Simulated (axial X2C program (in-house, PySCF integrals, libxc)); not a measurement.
Spin–orbit effects down a group: molecules with F, HF

All values come from calculations with an in-house relativistic program for diatomic molecules, spin-free (one-electron X2C) or two-component (2c: spin–orbit coupling with atomic mean-field Coulomb and Gaunt terms, which also bring small scalar terms), in Dyall basis sets with cores contracted in-house; open shells are unrestricted.

Basis sets: C dyall-v3z, F dyall-av3z, Ge dyall-cv3z, Pb dyall-cv3z, Sn dyall-cv3z.

| molecule | spin-free state | Re (Å) | ωe (cm⁻¹) | De (eV) | 2c state | Re 2c (Å) | ωe 2c (cm⁻¹) | De 2c (eV) |
| --- | --- | --- | --- | --- | --- | --- | --- | --- |
| CF | M_S = 1/2, Λ = 1 | 1.254 | 1408.9 | 3.40 | Ω = 1/2 | 1.253 | 1409.1 | 3.40 |
| GeF | M_S = 1/2, Λ = 1 | 1.729 | 696.0 | 3.30 | Ω = 1/2 | 1.730 | 694.5 | n/a |
| SnF | M_S = 1/2, Λ = 1 | 1.929 | 606.2 | 3.00 | Ω = 1/2 | 1.931 | 602.4 | n/a |
| PbF | M_S = 1/2, Λ = 1 | 2.037 | 533.3 | 2.58 | Ω = 1/2 | 2.052 | 510.4 | 2.18 |

Each entry is the lowest single determinant of a limited PBE0 search at one distance. De goes to single-determinant-based atoms at the same level (for ions the charge split of lowest energy) and is withheld (n/a) where an atom does not fit its ground term or J level. Main or longest-lived isotopes. Some light 2c atoms are not at their ground J level, so De misses part of their lowering (0.04 eV or less).
